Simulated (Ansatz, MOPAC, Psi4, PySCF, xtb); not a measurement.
Noncovalent pair: N2 (SMILES N#N) (first 2 atoms) with CH3F (SMILES CF); geometry from B3LYP-D3(BJ)/def2-TZVP, rigid monomers moved along the line of their centres of mass till N1···F4 is 2.83 Å.
(charge 0, multiplicity 1):
```xyz
7

N     -0.432     0.021    -0.045
N      0.500     0.053    -0.611
C     -0.410    -0.520     3.123
F      0.808    -0.493     2.450
H     -1.209    -0.335     2.405
H     -0.534    -1.501     3.583
H     -0.403     0.257     3.888
```

```csv
level,interaction energy (kJ/mol),"minus MP2/CBS(aug-cc-pVDZ, aug-cc-pVTZ) + ΔCCSD(T)/aug-cc-pVDZ"
AM1,0.1,2.0
PM6,-0.6,1.3
GFN2-xTB,-3.9,-1.9
HF/3-21G (no counterpoise),-4.4,-2.5
HF/6-31G* (no counterpoise),1.0,3.0
PBE/def2-TZVPPD,1.1,3.0
r2SCAN/def2-TZVPPD,-0.6,1.4
r2SCAN-D3(BJ)/def2-TZVPPD,-1.6,0.3
B3LYP/3-21G (no counterpoise),-8.5,-6.6
B3LYP-D4/def2-TZVPPD,-0.7,1.2
PBE0/def2-TZVPPD,1.3,3.2
PBE0-D3(BJ)/def2-TZVPPD,-1.3,0.6
M06-2X/6-31G* (no counterpoise),-7.4,-5.5
wB97M-V/def2-TZVPPD,-1.5,0.4
MP2/6-31G*,1.2,3.2
MP2/6-31G* (no counterpoise),-6.1,-4.2
MP2/aug-cc-pVDZ,-1.0,0.9
"MP2/CBS(aug-cc-pVDZ, aug-cc-pVTZ)",-2.6,-0.7
"MP2/CBS(aug-cc-pVDZ, aug-cc-pVTZ) + ΔCCSD(T)/aug-cc-pVDZ",-1.9,0.0
SAPT0/jun-cc-pV(D+d)Z,0.5,2.5
```

 The comparison column counts from a level with limits of its own.

The rows run from -8.5 (B3LYP/3-21G (no counterpoise)) to 1.3 kJ/mol (PBE0/def2-TZVPPD). The dispersion term adds -1.1 in r2SCAN-D3(BJ), -2.6 in PBE0-D3(BJ). The 4 functionals in def2-TZVPPD without D3 or D4 span 2.8, from wB97M-V to PBE0.

Monomers are frozen at their geometry in the pair; levels with a basis set take the counterpoise correction. Rows marked so take none.

Cores are frozen in the correlated methods. CBS: X⁻³ extrapolation of the correlation energy, Hartree–Fock from the larger set. Rows in 3-21G, 6-31G* carry no dispersion term and start afresh at each structure (6-31G* with six Cartesian d functions). MP2/6-31G* freezes PySCF's default core. The state reached by AM1, PM6 isn't checked.

Programs: Ansatz (a quantum-chemistry and plane-wave program) with Gaussian orbitals; MOPAC for AM1, PM6 (differences of heats of formation); Psi4 for SAPT; PySCF for 3-21G rows, 6-31G* rows, the dispersion terms; xtb for the GFN methods. Each number belongs to the level named beside it.
